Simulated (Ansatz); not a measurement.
Ideal-gas functions of `OBC#CO` at 600 K and 1 bar, from an Ansatz frequency run at PBE0-D4/def2-TZVP.

Molar mass 69.86 g/mol, point group Cs (symmetry number 1), electronic degeneracy 1, moments of inertia 12.719, 248.31, 261.03 u Å². Harmonic wavenumbers (cm⁻¹, unscaled): 128, 149, 264, 367, 496, 499, 674, 746, 895, 1023, 1164, 1225, 1277, 1422, 2335, 2635, 3790, 3865.

Use S(trans) = R[1.5 ln M + 2.5 ln T − 1.1517]; rotational temperatures θ = 24.2544 K / I; S(rot) = R[ln(√π/σ · √(T³/θAθBθC)) + 1.5]; for each mode x = 1.438777 ν̃/T, S = R[x/(eˣ − 1) − ln(1 − e⁻ˣ)] and H = RT x/(eˣ − 1); 1 cm⁻¹ = 0.0119627 kJ/mol; R = 8.31446 J/(mol·K).

Q: By hand: the entropy, in J/(mol·K).

A: Translation 176.4. Rotation: θ = 1.9069, 0.0977, 0.0929 K, giving 113.9. Vibration, mode by mode: 18.17, 16.92, 12.25, 9.64, 7.35, 7.30, 5.17, 4.51, 3.40, 2.67, 2.04, 1.82, 1.65, 1.25, 0.20, 0.11, 0.01, 0.01, in all 94.5. Electronic 0.0. Sum 384.8 J/(mol·K).

Q: By hand: H − E and G − E in kJ/mol, counted from the electronic energy.

A: Zero-point energy ½ × 22954 × 0.0119627 = 137.3; thermal vibration 29.9; translation, rotation and pV give 4 RT = 20.0. H − E = 187.2 kJ/mol, and G − E = 187.2 − 600 × 384.8/1000 = -43.7 kJ/mol.

Vibration gives 25 % of the entropy, 35.1 J/(mol·K) of it from the modes under 150 cm⁻¹: soft modes count most, and the harmonic formula is weakest for them. The sum counts one conformer and one mirror image; others add a mixing term.
